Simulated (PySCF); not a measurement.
# Ca⁺: excitation energy

Ca⁺ [Ar] 4s1 (2S) → Ca⁺ [Ar] 4p1 (2P), as a difference of total energies. Computed with PySCF 2.14 in ANO-RCC-VTZP, with the spin-free X2C one-electron Hamiltonian (Gaussian nucleus). Correlated levels: valence and next inner shell: [Ne] frozen. The calculations carry no spin-orbit coupling.

```tsv
method	excitation energy (eV)
UHF	2.941
MP2 (valence and next inner shell)	3.120
SCS-MP2 (valence and next inner shell)	3.077
CCSD (valence and next inner shell)	3.093
CCSD(T) (valence and next inner shell)	3.103
```

Task: How much does correlation contribute at CCSD(T) (valence and next inner shell)?

Result: 3.103 − (2.941) = 0.162 eV, measured against UHF.

Errors of the correlated levels include the incompleteness of this basis and the frozen core.

The basis was made for the ground configuration and has no added diffuse functions, so the excitation energy can come out too high.

For comparison: 3.142 eV (measured; NIST levels, between the centres of gravity of the two terms).
